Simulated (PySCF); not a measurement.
O₂W, SMILES [O]=[W]=[O], multiplicity 1.

Coordinates come from a PBE0-D3(BJ)/def2-TZVP optimisation. The spin state was assumed, not searched. The def2 effective core potentials stand for the cores of W; spin–orbit coupling is left out.

Computed with PBE/def2-TZVPD (PySCF).

Symmetry labels are those of the subgroup C2v that the program uses (full group C2v).

**Question.** List the valence orbital energies around the gap with their symmetry. (The exact figures need the calculation; the answer reports its results.)

**Answer.** 
```
orbital  symmetry  energy (eV)
-------  --------  -----------
HOMO−7         B2       -23.45
HOMO−6         A1       -10.95
HOMO−5         B2       -10.67
HOMO−4         A2       -10.09
HOMO−3         B1        -9.73
HOMO−2         A1        -9.67
HOMO−1         B2        -8.12
HOMO           A1        -5.58
LUMO           B1        -4.45
LUMO+1         A1        -4.10
LUMO+2         A2        -2.87
LUMO+3         B2        -1.74
```
